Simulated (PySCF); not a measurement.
Compound: C₇H₅F₅O₂.
Atom-mapped SMILES: `[O:1]=[C:2]1[CH2:3][CH2:4][C:5]([CH:6]([F:7])[F:8])=[C:9]1[O:10][C:11]([F:12])([F:13])[F:14]` (hydrogens: H15, H16 on C3; H17, H18 on C4; H19 on C6)

Cartesian coordinates in Å at the PBE0-D3(BJ)/def2-SVP level; atoms count from 1:
```
atom  x, y, z in Å
O1     1.268   -2.168   -0.635
C2     0.402   -1.443   -0.223
C3    -0.925   -1.866    0.383
C4    -1.676   -0.582    0.734
C5    -0.738    0.515    0.339
C6    -1.082    1.953    0.534
F7    -1.315    2.184    1.847
F8    -2.224    2.236   -0.134
C9     0.407    0.052   -0.192
O10    1.382    0.893   -0.620
C11    2.569    0.473   -1.143
F12    3.252    1.569   -1.417
F13    2.401   -0.211   -2.261
F14    3.262   -0.254   -0.285
H15   -0.718   -2.501    1.257
H16   -1.456   -2.499   -0.344
H17   -1.925   -0.503    1.804
H18   -2.627   -0.477    0.187
H19   -0.289    2.634    0.187
```

Computed with PySCF 2.14.0, PBE0-D3(BJ)/def2-SVP geometry optimisation, gas phase.

Masses are those of the commonest isotopes; rigid-rotor values at the optimised geometry. The values belong to one conformer with, in the numbering `[O:1]=[C:2]1[CH2:3][CH2:4][C:5]([CH:6]([F:7])[F:8])=[C:9]1[O:10][C:11]([F:12])([F:13])[F:14]`, C4–C5–C6–F7 59°, C5–C9–O10–C11 179°.

Task: Give the principal moments of inertia and the rotational constants in MHz.

Result: Ia = 496.68, Ib = 1057.84, Ic = 1369.65 u·Å²; 505379 MHz·u·Å²/I gives A = 1018, B = 477.7, C = 369.0 MHz.

Task: What kind of rotor is it?

Result: An asymmetric top. Ray's parameter κ = (2B − A − C)/(A − C) = -0.665; −1 is the prolate and +1 the oblate limit.

Task: What does the inertial defect say?

Result: Not planar: Δ = Ic − Ia − Ib = -184.86 u·Å². For a rigid frame Δ = −2 Σ m c², so Σ m c² = 92.43 u·Å² lies off the ab plane: 3.13 from hydrogen and 89.30 from heavier atoms. The atom farthest from that plane is 1.09 Å away.

Task: Give the other two planar moments, Paa and Pbb, and the rms extents of the mass along the axes.

Result: Paa = Σ m a² = (Ib + Ic − Ia)/2 = 965.41 and Pbb = Σ m b² = (Ia + Ic − Ib)/2 = 404.24 u·Å². With the mass M = 216.02 u, the rms extents √(P/M) along a, b and c are 2.11, 1.37, 0.65 Å.

Task: Which types of transition are allowed, and where do some lines up to J = 3 fall?

Result: The dipole components are |μa| = 2.17 D, |μb| = 0.86 D, |μc| = 0.01 D. The squared components, which scale the intensities, stand as 1.00 : 0.16 : 0.00 (a : b : c). Some of the stronger lines:

```
type  branch         J(Ka,Kc)   MHz  lower level (cm⁻¹)
   a       Q  3(1,2) ← 3(1,3)   651               0.178
   b       Q  2(1,1) ← 2(0,2)   772               0.084
   b       Q  3(1,2) ← 3(0,3)   983               0.167
   a       R  2(1,2) ← 1(1,1)  1585               0.046
   a       R  2(1,1) ← 1(1,0)  1802               0.050
   a       R  3(2,1) ← 2(2,0)  2598               0.165
   a       R  3(1,2) ← 2(1,1)  2693               0.110
   b       R  3(1,3) ← 2(0,2)  2814               0.084
   b       Q  3(3,0) ← 3(2,1)  2908               0.251
   b       Q  3(3,1) ← 3(2,2)  2979               0.249
   b       R  2(2,1) ← 1(1,0)  3422               0.050
   b       R  2(2,0) ← 1(1,1)  3545               0.046
   b       R  3(2,2) ← 2(1,1)  4160               0.110
```

Whether it is a minimum is left open (no frequencies). Zero-point vibration and centrifugal distortion are left out.
